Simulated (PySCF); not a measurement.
Identify the unknown among the candidates.

All candidates are C8H10SSi.

| technique | computed result |
| --- | --- |
| Dipole | 2.94 D [PBE0/pcSseg-1] |
| 1H NMR | chemical shifts (computed TMS as zero) by class: 5.77 (2 H), 4.62 (2 H), 3.22 (3 H), 0.35 (3 H) ppm [GIAO PBE0/pcSseg-1] |
| NMR, other nuclei | isotropic shieldings of nuclei other than C and H, by class: 418 (1 Si), -492 (1 S) ppm [GIAO PBE0/pcSseg-1] |
| Rotational structure | rotational constants A, B, C: 1.791, 0.411, 0.337 GHz [GFN2-xTB] |
| 13C NMR | chemical shifts (computed TMS as zero) by class: 253.5 (1 C), 242.3 (1 C), 105.9 (1 C), 105.8 (1 C), 105.1 (1 C), 84.6 (1 C), 45.6 (1 C), -5.0 (1 C) ppm [GIAO PBE0/pcSseg-1] |

The electronic properties come from PySCF, for the isolated species, density fitting. Levels stand in brackets. Isolated species at its GFN2-xTB geometry (one conformer only). NMR classes are plain means over equivalent atoms (diastereotopic ones count apart unless rotation or inversion swaps them), as if these changed places fast.

**Question.** Which candidate is it?
A. `C=C=C(C#C[SiH2]C)C(C)=S`
B. `C1=C[C@H](c2cccs2)[SiH2]C1`
C. `CC(=S)C1=C[C@@]2([SiH3])C=C[C@@H]12`
D. `C#CC(=C=S)[SiH2]C1CCC1`
E. `CC(=S)C#CC1=C[SiH2][C@@H]1C`

**Answer.** A. It is `C=C=C(C#C[SiH2]C)C(C)=S`. Numbering: `[CH2:1]=[C:2]=[C:3]([C:4]#[C:5][SiH2:6][CH3:7])[C:8]([CH3:9])=[S:10]`. Its formula, C8H10SSi, gives 5 degrees of unsaturation: 0 rings and 5 π bonds in the structure found. 8 carbons fall into 8 classes; from least to most shielded: thiocarbonyl carbon [C8] (253.5 ppm), central carbon of cumulated double bonds [C2] (242.3 ppm), alkyne carbon [C4] (105.9 ppm), alkyne carbon [C5] (105.8 ppm), outer carbon of cumulated double bonds [C3] (105.1 ppm), outer carbon of cumulated double bonds [C1] (84.6 ppm), methyl carbon [C9] (45.6 ppm), Si-methyl carbon [C7] (-5.0 ppm). Hydrogen classes from least to most shielded: 2 H on an outer carbon of cumulated double bonds, C1 (5.77 ppm), 2 H on an SiH2 silicon, Si6 (4.62 ppm), 3 H on a methyl carbon, C9 (3.22 ppm), 3 H on an Si-methyl carbon, C7 (0.35 ppm). The other shieldings belong to: 418 ppm, SiH2 silicon [Si6]; -492 ppm, thiocarbonyl sulfur [S10]. By its constants the optimised geometry is an asymmetric top.

The others, at the same levels:
- `CC(=S)C1=C[C@@]2([SiH3])C=C[C@@H]12` fails: its computed 13C shifts are 248.7 (1 C), 168.8 (1 C), 160.2 (1 C), 157.2 (1 C), 149.8 (1 C), 53.6 (1 C), 47.5 (1 C), 40.5 (1 C) ppm, 1H shifts are 8.07 (1 H), 7.02 (1 H), 7.01 (1 H), 4.14 (3 H), 4.12 (1 H), 3.02 (3 H) ppm and rotational constant A is 1.938 GHz (against 1.791 GHz).
- `C#CC(=C=S)[SiH2]C1CCC1` fails: it has 7 carbon classes against 8; its computed 13C shifts are 246.1 (1 C), 92.5 (1 C), 72.8 (1 C), 44.8 (1 C), 25.3 (2 C), 23.1 (1 C), 21.2 (1 C) ppm, 1H shifts are 4.58 (2 H), 2.57 (1 H), 2.53 (1 H), 2.40 (1 H), 2.30 (2 H), 2.16 (2 H), 2.15 (1 H) ppm and smallest rotational constant is 0.414 GHz (against 0.337 GHz).
- `C1=C[C@H](c2cccs2)[SiH2]C1` fails: its computed 13C shifts are 159.9 (1 C), 142.5 (1 C), 140.0 (1 C), 131.9 (1 C), 129.6 (1 C), 125.2 (1 C), 36.3 (1 C), 17.0 (1 C) ppm, 1H shifts are 7.02 (1 H), 6.88 (1 H), 6.71 (1 H), 6.30 (1 H), 6.09 (1 H), 4.61 (1 H), 4.01 (1 H), 3.75 (1 H), 1.99 (1 H), 1.83 (1 H) ppm and rotational constant A is 2.229 GHz (against 1.791 GHz).
- `CC(=S)C#CC1=C[SiH2][C@@H]1C` fails: its computed 13C shifts are 242.6 (1 C), 158.9 (1 C), 158.0 (1 C), 107.2 (1 C), 105.1 (1 C), 45.9 (1 C), 36.7 (1 C), 19.4 (1 C) ppm, 1H shifts are 6.83 (1 H), 4.90 (1 H), 4.55 (1 H), 3.25 (3 H), 2.63 (1 H), 1.44 (3 H) ppm and rotational constant A is 2.378 GHz (against 1.791 GHz).

Each candidate is one conformer, not necessarily the lowest. Dipoles, sizes and rotational constants follow the conformer. The torsions of the flexible species, by atom-mapped SMILES:
- `[CH2:1]=[C:2]=[C:3]([C:4]#[C:5][SiH2:6][CH3:7])[C:8]([CH3:9])=[S:10]`: C2–C3–C8–C9 -179°
- `[CH3:1][C:2](=[S:3])[C:4]1=[CH:5][C@@:6]2([SiH3:7])[CH:8]=[CH:9][C@@H:10]12`: C1–C2–C4–C5 -178°
- `[CH:1]#[C:2][C:3](=[C:4]=[S:5])[SiH2:6][CH:7]1[CH2:8][CH2:9][CH2:10]1`: C2–C3–Si6–C7 57°, C3–Si6–C7–C8 -172°

The conformers of `C1=C[C@H](c2cccs2)[SiH2]C1` aren't listed.
